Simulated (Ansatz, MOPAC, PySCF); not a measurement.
Species: PbCl (charge 0, doublet). SMILES: [Pb][Cl]
Structure (B3LYP-D3(BJ)/def2-TZVP (Ansatz, a quantum-chemistry and plane-wave program) minimum search):
```xyz
2

Pb     0.0000     0.0000    -0.4277
Cl     0.0000     0.0000     2.0631
```
Charge 0, spin multiplicity 2.

Unscaled harmonic wavenumbers (cm⁻¹) in rising order, each level at the stationary point that it reaches from this structure (no distance between atoms moves by over 0.3 Å); the order of modes can differ between levels, and a negative number is imaginary. B3LYP-D3(BJ)/def2-TZVP (PySCF, at the structure above): 301.

PM7 (MOPAC): 306. Zero-point energy 0.4 against 0.4 kcal/mol.

HF/6-31G* with LANL2DZ past Ar (Ansatz): 288. Zero-point energy 0.4 against 0.4 kcal/mol.
